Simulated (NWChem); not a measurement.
# C₂H₃BrClF; SMILES C[C@](F)(Cl)Br

```xyz
8

C     -1.3419     0.7937    -1.1376
C     -0.4158     0.5524     0.0230
F     -1.0611     0.7455     1.1812
Cl     0.9747     1.6596    -0.0282
Br     0.2341    -1.2966     0.0138
H     -2.1998     0.1114    -1.0626
H     -0.8223     0.6262    -2.0882
H     -1.6956     1.8341    -1.0910
```
Atoms are numbered in this order, from 1.

All runs: NWChem. Pople sets run with spherical d functions. The geometry was optimised at PBE0/def2-SVP. B3LYP is NWChem's, with the RPA form of VWN correlation. GIAO values for the isolated, static molecule; σ is the absolute isotropic shielding, δ = σ(reference) − σ with the isolated reference molecule computed at the same levels (13C: tetramethylsilane, 19F: trichlorofluoromethane, 1H: tetramethylsilane). Spin-orbit effects, on the heavy nuclei and on their neighbours, are missing.

```csv
level,δ C1 (ppm),δ C2 (ppm),δ F3 (ppm),σ Cl4 (ppm),σ Br5 (ppm),δ H6 (rotor mean) (ppm)
PBE0/pcSseg-1,42.7,136.1,-49.5,505.7,1532.7,2.32
B3LYP/6-311G**,42.5,138.0,-50.4,510.7,1454.9,2.14
BHandHLYP/pcSseg-1,42.0,131.4,-46.6,527.8,1585.7,2.28
"LDA (Slater exchange, VWN5)/pcSseg-1",___,___,___,___,___,___
```

### Question
Fill in the missing entries.

### Answer

- LDA (Slater exchange, VWN5)/pcSseg-1, δ C1 (ppm): 45.6
- LDA (Slater exchange, VWN5)/pcSseg-1, δ C2 (ppm): 149.0
- LDA (Slater exchange, VWN5)/pcSseg-1, δ F3 (ppm): -53.0
- LDA (Slater exchange, VWN5)/pcSseg-1, σ Cl4 (ppm): 432.6
- LDA (Slater exchange, VWN5)/pcSseg-1, σ Br5 (ppm): 1350.1
- LDA (Slater exchange, VWN5)/pcSseg-1, δ H6 (rotor mean) (ppm): 2.41
